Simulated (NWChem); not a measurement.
System: TiH$_{2}$F$_{2}$; SMILES [F][TiH2][F]

```xyz
5

Ti     0.0000     0.0000    -0.3400
F      1.4518     0.0000     0.6049
F     -1.4518     0.0000     0.6049
H      0.0000    -1.3986    -1.3057
H      0.0000     1.3986    -1.3057
```
Atoms are numbered in this order, from 1.

Level: PBE-D3(BJ)/def2-SVP (NWChem), optimised geometry, unscaled harmonic frequencies. 

```csv
frequency (cm⁻¹),IR intensity (km/mol)
195,9.4
345,34.1
541,52.4
543,0.0
566,96.7
780,118.9
859,242.7
1693,241.6
1713,100.0
```

- zero-point energy = 10.3 kcal/mol
- thermal correction to the enthalpy at 298.15 K (with zero-point energy) = 13.7 kcal/mol
- heat capacity Cv = 14.1 cal/(mol K)
- entropy at 298.15 K and 1 atm (symmetry number 2) = 67.1 cal/(mol K)
- dipole moment = 0.08 D

Rigid rotor and harmonic oscillator.
